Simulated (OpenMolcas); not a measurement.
What dynamic correlation does to the levels of Sn

| Item | Value |
| --- | --- |
| Program | OpenMolcas |
| Basis | ANO-RCC-VDZP [6s5p3d1f] |
| Scalar Hamiltonian | DKH2, point nucleus |
| Active space | 4 electrons in 4 orbitals (5s 5p) |
| State averaging | 2S+1 = 3 even, 6 roots (3 in the spin-orbit step); 2S+1 = 1 even, 6 roots kept (CI in the orbitals of an earlier block); 2S+1 = 5 odd, 1 root; 2S+1 = 3 odd, 5 roots kept (CI in the orbitals of an earlier block) |
| Spin-orbit coupling | state interaction with AMFI integrals over the reference wave functions, term energies averaged over their components |

Methods on the same reference wave functions:
A. CASSCF
B. SS-CASPT2, IPEA 0.25 Eh, imaginary shift 0.1 Eh (closed shells correlated: 4d)

Energies in cm-1 above 5s2 5p2 3P0, the measured ground level; measured values from NIST Handbook of Basic Atomic Spectroscopic Data.

| Level | A | B | Measured |
| --- | --- | --- | --- |
| 5s2 5p2 3P0 | 0.0 | 0.0 | 0.0 |
| 5s2 5p2 3P1 | 1559 | 1511 | 1692 |
| 5s2 5p2 3P2 | 3327 | 3230 | 3428 |
| 5s2 5p2 1D2 | 10678 | 9660 | 8613 |
| 5s2 5p2 1S0 | 17680 | 19380 | 17162 |
| 5s 5p3 5S* 2 | 28544 | 36280 | 39626 |

Deviations, from unrounded energies. A percentage is the sum of absolute deviations over the sum of measured energies, with the sign that they share, or ± where signs differ.

| Against measurement | Levels | A | B |
| --- | --- | --- | --- |
| mean absolute deviation (cm-1) | 5 | 2800 | 1400 |
| fine structure of the ground term (%) | 2 | -4.5 | -7.4 |
| other terms of the ground configuration (%) | 2 | +10.0 | +12.7 |
| other configurations (%) | 1 | -28.0 | -8.4 |

B lies closest to measurement on these levels. The largest miss of B in the table is 5s 5p3 5S* 2, by -3300 cm-1. The ranking rests on the paired levels alone, and a cruder setting can come out closer through cancelling errors.

From A to B the spin-free energies of the other terms of 5s2 5p2 shown, above 3P, scale by factors of 0.87 to 1.12.

The lowest spin-free term lies below A's lowest term by 0.354 hartree in B.

Term energies are means over components that CASPT2 splits; among the terms shown or strongly mixed into the levels shown the widest spread is 66 cm-1 (5s2 5p2 1D, B). Some high roots are left out of the spin-orbit mixing, which shifts the levels that they would mix with. Terms from blocks run as CI alone lack orbitals of their own. Terms of s pⁿ other than that of highest spin mix with s² pⁿ⁻² d, which this space lacks; all of them can be thousands of cm-1 off, and some have no real level of that name. Computed and measured levels are paired by configuration, term and J; levels that our copy of the source lacks, or whose pairing is in doubt (as where it misses far off the trend of its configuration), stay unpaired and out of the deviations. Levels of configurations outside the active space are missing. The table leaves out levels that lie high or whose names do not pair safely across all columns.

* marks odd parity.
